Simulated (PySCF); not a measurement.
methane (CH$_{4}$), singlet, geometry from GFN2-xTB; HF/pcseg-1 run with PySCF.

PySCF was given this input:
```python
from pyscf import gto, scf

mol = gto.M(
    atom='''
C     0.000000    0.000000    0.000000
H     0.636597    0.627096    0.610389
H    -0.628026   -0.606917    0.638995
H     0.612857   -0.642402   -0.618713
H    -0.621428    0.622223   -0.630670
''',
    basis='pcseg-1',
    charge=0,
    spin=0,
    verbose=4,
)

mf = scf.RHF(mol)
mf.conv_tol = 1e-6
mf.kernel()
```

Task: Predict the main parts of the log of this PySCF run.

Result: 
```
PySCF version 2.14.0

[INPUT] verbose = 4
[INPUT] num. atoms = 5
[INPUT] num. electrons = 10
[INPUT] charge = 0
[INPUT] spin (= nelec alpha-beta = 2S) = 0
[INPUT] symmetry False subgroup None
[INPUT] Mole.unit = angstrom
[INPUT] Symbol           X                Y                Z      unit          X                Y                Z       unit  Magmom
[INPUT]  1 C      0.000000000000   0.000000000000   0.000000000000 AA    0.000000000000   0.000000000000   0.000000000000 Bohr   0.0
[INPUT]  2 H      0.636597000000   0.627096000000   0.610389000000 AA    1.202993981720   1.185039693810   1.153468039447 Bohr   0.0
[INPUT]  3 H     -0.628026000000  -0.606917000000   0.638995000000 AA   -1.186797139106  -1.146906910343   1.207525544966 Bohr   0.0
[INPUT]  4 H      0.612857000000  -0.642402000000  -0.618713000000 AA    1.158131883523  -1.213963841873  -1.169198119708 Bohr   0.0
[INPUT]  5 H     -0.621428000000   0.622223000000  -0.630670000000 AA   -1.174328726136   1.175831058405  -1.191793574979 Bohr   0.0

nuclear repulsion = 13.532672121288
number of shells = 11
number of NR pGTOs = 53
number of NR cGTOs = 34
basis = pcseg-1
ecp = {}

******** <class 'pyscf.scf.hf.RHF'> ********
method = RHF
initial guess = minao
damping factor = 0
level_shift factor = 0
DIIS = <class 'pyscf.scf.diis.CDIIS'>
diis_start_cycle = 1
diis_space = 8
diis_damp = 0
SCF conv_tol = 1e-06
SCF conv_tol_grad = None
SCF max_cycles = 50
direct_scf = True
direct_scf_tol = 1e-13
Set gradient conv threshold to 0.001
Initial guess from minao.
init E= -40.0334345487581
  HOMO = -0.475451608332328  LUMO = 0.116436904571045  gap/eV = 16.10611
cycle= 1 E= -40.1800809576382  delta_E= -0.147  |g|= 0.151  |ddm|= 1.58
  HOMO = -0.554095223789733  LUMO = 0.16411667010488  gap/eV = 19.54354
cycle= 2 E= -40.1873623018556  delta_E= -0.00728  |g|= 0.0361  |ddm|= 0.124
  HOMO = -0.544710118047947  LUMO = 0.169665651537117  gap/eV = 19.43915
cycle= 3 E= -40.1878433286571  delta_E= -0.000481  |g|= 0.00695  |ddm|= 0.0397
  HOMO = -0.547636139177791  LUMO = 0.169083085527272  gap/eV = 19.50292
cycle= 4 E= -40.1878564449624  delta_E= -1.31e-05  |g|= 0.00113  |ddm|= 0.00603
  HOMO = -0.547528922230286  LUMO = 0.169158884477879  gap/eV = 19.50207
cycle= 5 E= -40.187857185727  delta_E= -7.41e-07  |g|= 0.000126  |ddm|= 0.00282
  HOMO = -0.547553521777386  LUMO = 0.169148139776036  gap/eV = 19.50245
Extra cycle  E= -40.1878571945776  delta_E= -8.85e-09  |g|= 3.96e-05  |ddm|= 0.000358
converged SCF energy = -40.1878571945776
```
